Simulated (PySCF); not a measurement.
PySCF input (M06-2X/6-31G* with LANL2DZ past Ar (5d)):

```python
from pyscf import gto, dft

mol = gto.M(
    atom='''
    Br   -0.00000000   -0.00000000   -0.03957855
    H     0.00000000    0.00000000    1.38524928
    ''',
    basis={'default': '6-31g*', 'Br': 'lanl2dz'},
    ecp={'Br': 'lanl2dz'},
    charge=0,
    spin=0,
    verbose=4,
)

mf = dft.RKS(mol, xc='m062x')
mf.grids.level = 4
mf.conv_tol = 1e-9
mf.max_cycle = 100
mf.max_memory = 1500
mf.kernel()
if not mf.converged:
    mf = mf.newton()
    mf.kernel(mf.make_rdm1())
mf.dip_moment()
```

Task: What final total energy does it give?

Result: -13.69654 Eh.
